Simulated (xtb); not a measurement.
B(H)(F)(OMe) (CH₄BFO), SMILES O(C)BF. All values are semi-empirical tight-binding results from xtb (GFN2-xTB unless named), good for trends rather than for accurate numbers. Geometry optimised at GFN2-xTB. The values are those of a single conformer.

A frequency run showed that this geometry is not a minimum.

Computed properties:
```yaml
point_group_as_xtb_finds_it: Cs
orbital_gap: 7.05 eV
dipole_moment: 1.82 D
static polarisability (D4 model): 34.2 bohr³
solvation energy, GFN2-xTB/ALPB(water): -2.0 kcal/mol
solvation energy, GFN2-xTB/ALPB(ch2cl2): -3.7 kcal/mol
```

Computed IR lines (harmonic; lines under 4 % of the strongest left out, lines within 3 cm⁻¹ merged):
ν (cm⁻¹): 343 (w), 584 (w), 760 (m), 1128 (s), 1338 (vs), 1411 (m), 1466 (w), 2674 (m), 2973 (w), 2981 (w), 3006 (w) (against the strongest line: vs over 80 %, s over 45 %, m over 15 %, w over 4 %, vw less). 1 imaginary mode(s) remain.
